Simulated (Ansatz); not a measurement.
Computed with Ansatz on PBE0-D4/def2-TZVP structures; ΔE is electronic, products minus reactants. CCSD(T)/CBS adds triple-zeta CCSD(T) − MP2 to the extrapolated MP2 energy (def2 sets, frozen cores). This one scheme is used for every species, atoms too. Functionals use def2-TZVPP. B3LYP here is the variant with VWN-RPA as its local correlation; programs differ in this. Open shells (•) are unrestricted, without spin–orbit coupling. Spin–orbit coupling would lower the free atoms: a little for B, C, Si.

Reaction (atomization): `[SiH3][Si]1([SiH3])BC1` → B• + C• + 9 H• + 3 Si•

`[SiH3][Si]1([SiH3])BC1`:

```xyz
14

Si   -0.575    1.711    1.443
Si    0.357    0.025    0.126
Si    0.385    0.393   -2.166
B     1.016   -1.542    1.033
C    -0.226   -1.920    0.297
H     0.243    2.950    1.328
H    -1.964    2.029    1.011
H    -0.602    1.281    2.866
H     0.774   -0.875   -2.842
H     1.367    1.455   -2.508
H    -0.952    0.815   -2.664
H     1.486   -1.839    2.083
H    -1.065   -2.420    0.777
H    -0.243   -2.063   -0.784
```

| level | ΔE (eV) | difference from CCSD(T)/CBS |
| --- | --- | --- |
| PBE-D4 | 46.51 | 0.32 |
| r2SCAN-D4 | 46.60 | 0.41 |
| PBE0-D4 | 46.27 | 0.08 |
| ωB97M-V | 46.33 | 0.14 |
| B2PLYP | 45.61 | -0.58 |
| PBE | 46.15 | -0.04 |
| B3LYP | 45.72 | -0.47 |
| HF/def2-QZVPP | 35.07 | -11.12 |
| MP2/def2-QZVPP | 45.72 | -0.47 |
| CCSD/CBS(def2) | 45.61 | -0.58 |
| CCSD(T)/CBS | 46.19 | 0 |

Largest T1 diagnostic among the species: 0.015.

From PBE to PBE0 (25 % exact exchange), in def2-TZVPP and without D4, ΔE moves by −0.20 eV: exact exchange takes away binding that semilocal exchange gives to molecules. In def2-TZVPP, CCSD(T) changes the Hartree–Fock value by +10.06 eV (the triples alone add +0.58 eV) and MP2 by +10.05 eV; breaking electron pairs costs correlation energy, which Hartree–Fock lacks.

For atomizations the MP2-based limit and the directly extrapolated one differ by several kJ/mol either way, and by 10 to 25 for some Ge, Se and Sn compounds, so smaller differences from it don't rank the levels.
